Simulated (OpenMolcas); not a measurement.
**V4+: moving or changing the point charges**

V4+ among 6 point charges of -2.2 e arranged as a trigonal prism (D3h), 1.9 Å from the ion, with a polar angle of 41.7° against the regular 49.1°. The active orbitals were held to one l.
```
   1.2648    0.0000    1.4178  -2.20
  -0.6324    1.0954    1.4178  -2.20
  -0.6324   -1.0954    1.4178  -2.20
   1.2648    0.0000   -1.4178  -2.20
  -0.6324    1.0954   -1.4178  -2.20
  -0.6324   -1.0954   -1.4178  -2.20
```

| Item | Value |
| --- | --- |
| Program | OpenMolcas |
| Method | CASSCF |
| Basis | ANO-RCC-VDZP [5s4p2d1f] |
| Scalar Hamiltonian | DKH2, point nucleus |
| Active space | 1 electron in 5 orbitals (3d) |
| State averaging | 2S+1 = 2 even, 5 roots |
| Spin-orbit coupling | RASSI with atomic mean-field integrals over the reference wave functions |

Runs around this geometry, states (labels of D3, the rotations of D3h). Energies in cm-1 above the lowest state or level, χT in cm3 K/mol.

```
R (Å)  Polar angle / regular  Ground state  First state of that spin  First gap with spin-orbit (degeneracies)  χT at 300 K
  1.9                   0.78            2E                  2E 16967                              463.7 (2, 2)        0.405
 1.76                   0.85            2E                  2E 17865                              462.7 (2, 2)        0.406
  1.9                   0.85            2E                  2E 14018                              468.6 (2, 2)        0.402
```

Taking the first state of the same spin as R^-n, n = -ln(14018 / 17865) / ln(1.9 / 1.76) = 3.2 between the shortest and longest distance.

An orbital doublet at a regular site is open to a Jahn-Teller distortion, which this geometry leaves out. Point charges carry no covalency, so the field is a model and not that of real ligands. No measured value stands beside these numbers.
